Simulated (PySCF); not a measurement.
C2H4ClFOSi, SMILES C(=O)C[Si@H](Cl)F.

Geometry optimised at PBE0-D3(BJ)/def2-SVP. The structure was generated by enumeration; whether it is a known compound was not checked. The values are those of a single conformer.

Computed with PySCF with M06-2X/def2-TZVP.

Gas-phase values at a fixed geometry.

**Question.** Estimate the frontier levels, gap, dipole moment and polarisability. (An estimate is asked for; the answer gives what the named calculation found.)

**Answer.** 
```json
{
  "highest_occupied_level": "-9.46 eV",
  "lowest_empty_level": "-0.20 eV",
  "orbital_gap": "9.26 eV",
  "dipole_moment": "1.37 D",
  "quadrupole, principal values (traceless, Buckingham form, about the centre of nuclear charge)": "-15.70, 5.24, 10.46 D·Å",
  "mean_static_polarisability": "59.2 bohr³ (8.77 Å³)",
  "polarisability_principal_values": "51.1, 59.4, 67.1 bohr³"
}
```
